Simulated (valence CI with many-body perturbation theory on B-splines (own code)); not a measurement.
## E1 transitions of Pm XXVIII

Calculated by valence CI with perturbative core correlation (CI+MBPT): six valence electrons over a frozen Dirac-Fock core [Ar] 3d10, radial functions for each j: 9 s, 9 p, 8 d, 6 f, 3 g, 1 h, with the one-electron correlation potential Σ1, the two-electron term Σ2, the three-electron term Σ3, Breit, model QED; selected CI, second order for the rest, scaled by the run's own slope (own B-spline code, finite nucleus).

The last digits are not significant, and no measured levels were compared; by estimate large intervals hold to a few tenths of a per cent, small ones and those within an open d or f shell to about a per cent. Among the levels kept, up to 670 cm⁻¹ of a level comes from second order outside the variational space, and about a tenth of that is noise between levels of different J, which matters for small intervals.

Lines 51 to 90 of 90 in falling wavelength, among levels below 1342100 cm⁻¹, chosen from the strongest by gf and those to the six lowest levels. Wavelengths and rates use the calculated energies. Electric multipoles are in the length gauge, E1 and E2 with the static RPA response of the core. Weak lines are less certain than strong ones. Lines between different terms over intervals too small for the method are left out, as are lines whose strength nearly cancels. The highest levels of a list are the least certain.

Levels are named by their leading jj configuration (3d3/2^4 stands for four electrons in 3d with j = 3/2), which in mixed levels can hold well under half, so a name can repeat and another be missing. Letters in brackets count levels of one name in rising energy.

| λ vac (Å) | Upper | Lower | A (s⁻¹) | S (a.u.) |
| --- | --- | --- | --- | --- |
| 101.9 | (4s^2 4p1/2^2 4p3/2 4d5/2) J=1 | (4s^2 4p1/2^2 4p3/2^2) J=0 | 1.01e+11 | 1.59e-01 |
| 101.7 | (4s^2 4p1/2 4p3/2^2 4d3/2) J=1 [c] | (4s^2 4p1/2 4p3/2^3) J=2 | 1.49e+09 | 2.32e-03 |
| 101.7 | (4s^2 4p1/2 4p3/2^2 4d5/2) J=3 [b] | (4s^2 4p1/2 4p3/2^3) J=2 | 2.18e+09 | 7.90e-03 |
| 101.1 | (4s^2 4p1/2 4p3/2^2 4d5/2) J=0 | (4s^2 4p1/2 4p3/2^3) J=1 | 1.34e+11 | 6.86e-02 |
| 100.8 | (4s^2 4p1/2 4p3/2^2 4d5/2) J=2 [a] | (4s^2 4p1/2 4p3/2^3) J=1 | 1.05e+07 | 2.66e-05 |
| 100.0 | (4s^2 4p1/2^2 4p3/2 4d5/2) J=3 | (4s^2 4p1/2^2 4p3/2^2) J=2 | 1.21e+11 | 4.19e-01 |
| 99.93 | (4s^2 4p1/2 4p3/2^2 4d5/2) J=2 [b] | (4s^2 4p1/2 4p3/2^3) J=2 | 8.76e+10 | 2.16e-01 |
| 98.88 | (4s^2 4p1/2 4p3/2^2 4d3/2) J=1 [c] | (4s^2 4p1/2 4p3/2^3) J=1 | 8.85e+10 | 1.27e-01 |
| 98.72 | (4s^2 4p1/2 4p3/2^2 4d3/2) J=1 [d] | (4s^2 4p1/2 4p3/2^3) J=2 | 2.02e+11 | 2.88e-01 |
| 98.25 | (4s^2 4p1/2 4p3/2^2 4d3/2) J=1 [a] | (4s^2 4p1/2^2 4p3/2^2) J=0 | 3.63e+08 | 5.09e-04 |
| 97.84 | (4s^2 4p1/2 4p3/2^2 4d5/2) J=3 [c] | (4s^2 4p1/2 4p3/2^3) J=2 | 1.59e+11 | 5.15e-01 |
| 97.23 | (4s^2 4p1/2 4p3/2^2 4d5/2) J=2 [b] | (4s^2 4p1/2 4p3/2^3) J=1 | 6.40e+10 | 1.45e-01 |
| 96.93 | (4s^2 4p1/2^2 4p3/2 4d5/2) J=1 | (4s^2 4p1/2^2 4p3/2^2) J=2 | 9.41e+08 | 1.27e-03 |
| 96.08 | (4s^2 4p1/2 4p3/2^2 4d3/2) J=1 [d] | (4s^2 4p1/2 4p3/2^3) J=1 | 4.73e+03 | 6.21e-09 |
| 95.77 | (4s^2 4p1/2 4p3/2^2 4d5/2) J=1 [b] | (4s^2 4p1/2 4p3/2^3) J=2 | 1.98e+11 | 2.57e-01 |
| 94.43 | (4s^2 4p1/2 4p3/2^2 4d5/2) J=2 [c] | (4s^2 4p1/2 4p3/2^3) J=2 | 2.05e+11 | 4.26e-01 |
| 93.98 | (4s^2 4p1/2 4p3/2^2 4d3/2) J=1 [b] | (4s^2 4p1/2^2 4p3/2^2) J=0 | 1.56e+10 | 1.92e-02 |
| 93.59 | (4s^2 4p1/2 4p3/2^2 4d3/2) J=1 [a] | (4s^2 4p1/2^2 4p3/2^2) J=2 | 9.30e+08 | 1.13e-03 |
| 93.29 | (4s^2 4p1/2 4p3/2^2 4d5/2) J=1 [b] | (4s^2 4p1/2 4p3/2^3) J=1 | 1.10e+11 | 1.32e-01 |
| 92.02 | (4s^2 4p1/2 4p3/2^2 4d5/2) J=2 [c] | (4s^2 4p1/2 4p3/2^3) J=1 | 3.56e+11 | 6.84e-01 |
| 91.28 | (4s^2 4p1/2 4p3/2^2 4d3/2) J=2 [a] | (4s^2 4p1/2^2 4p3/2^2) J=2 | 4.75e+09 | 8.91e-03 |
| 89.77 | (4s^2 4p1/2 4p3/2^2 4d3/2) J=3 [a] | (4s^2 4p1/2^2 4p3/2^2) J=2 | 5.13e+09 | 1.28e-02 |
| 89.71 | (4s^2 4p1/2 4p3/2^2 4d3/2) J=1 [b] | (4s^2 4p1/2^2 4p3/2^2) J=2 | 2.06e+10 | 2.20e-02 |
| 87.18 | (4s^2 4p1/2 4p3/2^2 4d5/2) J=3 [a] | (4s^2 4p1/2^2 4p3/2^2) J=2 | 5.50e+09 | 1.26e-02 |
| 86.01 | (4s^2 4p1/2 4p3/2^2 4d5/2) J=1 [a] | (4s^2 4p1/2^2 4p3/2^2) J=0 | 1.42e+08 | 1.34e-04 |
| 85.25 | (4s^2 4p1/2 4p3/2^2 4d3/2) J=2 [b] | (4s^2 4p1/2^2 4p3/2^2) J=2 | 3.43e+10 | 5.24e-02 |
| 82.61 | (4s^2 4p1/2 4p3/2^2 4d3/2) J=1 [c] | (4s^2 4p1/2^2 4p3/2^2) J=0 | 1.70e+11 | 1.42e-01 |
| 82.42 | (4s^2 4p1/2 4p3/2^2 4d5/2) J=1 [a] | (4s^2 4p1/2^2 4p3/2^2) J=2 | 3.53e+11 | 2.93e-01 |
| 81.27 | (4s^2 4p1/2 4p3/2^2 4d3/2) J=2 [c] | (4s^2 4p1/2^2 4p3/2^2) J=2 | 5.72e+11 | 7.58e-01 |
| 80.65 | (4s^2 4p1/2 4p3/2^2 4d3/2) J=1 [d] | (4s^2 4p1/2^2 4p3/2^2) J=0 | 3.06e+11 | 2.38e-01 |
| 80.51 | (4s^2 4p1/2 4p3/2^2 4d5/2) J=2 [a] | (4s^2 4p1/2^2 4p3/2^2) J=2 | 3.06e+10 | 3.94e-02 |
| 80.43 | (4s^2 4p1/2 4p3/2^2 4d3/2) J=3 [b] | (4s^2 4p1/2^2 4p3/2^2) J=2 | 7.21e+11 | 1.30e+00 |
| 79.29 | (4s^2 4p1/2 4p3/2^2 4d3/2) J=1 [c] | (4s^2 4p1/2^2 4p3/2^2) J=2 | 2.88e+11 | 2.12e-01 |
| 79.28 | (4s^2 4p1/2 4p3/2^2 4d5/2) J=3 [b] | (4s^2 4p1/2^2 4p3/2^2) J=2 | 2.34e+04 | 4.03e-08 |
| 78.68 | (4s^2 4p1/2 4p3/2^2 4d5/2) J=1 [b] | (4s^2 4p1/2^2 4p3/2^2) J=0 | 2.91e+11 | 2.10e-01 |
| 78.23 | (4s^2 4p1/2 4p3/2^2 4d5/2) J=2 [b] | (4s^2 4p1/2^2 4p3/2^2) J=2 | 8.93e+10 | 1.05e-01 |
| 77.48 | (4s^2 4p1/2 4p3/2^2 4d3/2) J=1 [d] | (4s^2 4p1/2^2 4p3/2^2) J=2 | 6.97e+10 | 4.80e-02 |
| 76.94 | (4s^2 4p1/2 4p3/2^2 4d5/2) J=3 [c] | (4s^2 4p1/2^2 4p3/2^2) J=2 | 9.22e+10 | 1.45e-01 |
| 75.66 | (4s^2 4p1/2 4p3/2^2 4d5/2) J=1 [b] | (4s^2 4p1/2^2 4p3/2^2) J=2 | 2.54e+07 | 1.63e-05 |
| 74.82 | (4s^2 4p1/2 4p3/2^2 4d5/2) J=2 [c] | (4s^2 4p1/2^2 4p3/2^2) J=2 | 4.35e+10 | 4.49e-02 |
